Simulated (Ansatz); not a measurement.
Stepwise reaction of `[CH3][Ga]([OH])[OH]` with ammonia, as a gas-phase model of exchange steps in deposition or etching. ΔE in kJ/mol.

Computed with Ansatz on PBE0-D4/def2-TZVP structures; ΔE is electronic, products minus reactants. CBS: MP2 limit from def2 TZ/QZ plus the TZ coupled-cluster correction, frozen cores. This one scheme is used for every species. Functionals use def2-TZVPP. B3LYP here is the variant with VWN-RPA as its local correlation; programs differ in this. For Ga outer-core shells are correlated without core-valence functions, which leaves a few kJ/mol of doubt a bond. Scalar relativity is left out up to krypton. One conformer a species, not always the lowest.

```csv
step,reaction,PBE-D4,B3LYP-D4,ωB97M-V,CCSD(T)/CBS
1,`[CH3][Ga]([OH])[OH]` + NH₃ → `[CH3][Ga]([NH2])[OH]` + H₂O,26.4,26.6,25.2,20.3
2,`[CH3][Ga]([NH2])[OH]` + NH₃ → `[CH3][Ga]([NH2])[NH2]` + H₂O,28.7,28.9,27.7,22.7
```

(1) By hand: ΔE of the 2 steps together at CCSD(T)/CBS.

Answers

(1) (20.3) + (22.7) = 43.0 kJ/mol, or 21.5 kJ/mol a step.

In ΔE the steps differ by no more than 2.4 kJ/mol. All are uphill at CCSD(T)/CBS. PBE-D4 differs from CCSD(T)/CBS by 6.0 to 6.1 kJ/mol a step. Isolated molecules leave out the surface, adducts and barriers. Largest T1 diagnostic: 0.014.
